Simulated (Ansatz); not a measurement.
Computed with Ansatz.

`SP([SeH])BCl` at its PBE0-D4/def2-TZVP geometry, where that method's forces vanish. The species carries charge 0 and has multiplicity 1.

| atom | x (Å) | y (Å) | z (Å) |
| --- | --- | --- | --- |
| S1 | -0.291 | -1.311 | 1.569 |
| P2 | -0.298 | 0.361 | 0.295 |
| Se3 | -1.415 | -0.129 | -1.591 |
| B4 | 1.511 | 0.349 | -0.247 |
| Cl5 | 2.017 | 0.867 | -1.823 |
| H6 | -1.247 | -0.841 | 2.388 |
| H7 | -2.617 | 0.600 | -1.160 |
| H8 | 2.341 | 0.103 | 0.570 |

**Question.** For each bond, give half the difference of the two atoms' forces along it (eV/Å; positive pushes the atoms apart) under PBE-D4, r2SCAN-D4, B3LYP-D4, ωB97M-V in def2-TZVPP. (Estimate.)

**Answer.** The calculation gave: 
```
  bond  length (Å)  PBE-D4  r2SCAN-D4  B3LYP-D4  ωB97M-V
 S1–P2       2.102    0.21       0.09      0.26     0.09
 S1–H6       1.344    0.25      -0.01     -0.04    -0.10
P2–Se3       2.245    0.22       0.09      0.28     0.02
 P2–B4       1.889   -0.08      -0.04     -0.03     0.05
Se3–H7       1.470    0.26      -0.03      0.03    -0.10
B4–Cl5       1.735    0.18       0.12      0.22     0.12
 B4–H8       1.191    0.07      -0.06     -0.20    -0.18
```

B3LYP here is the variant with VWN-RPA as its local correlation; programs differ in this.
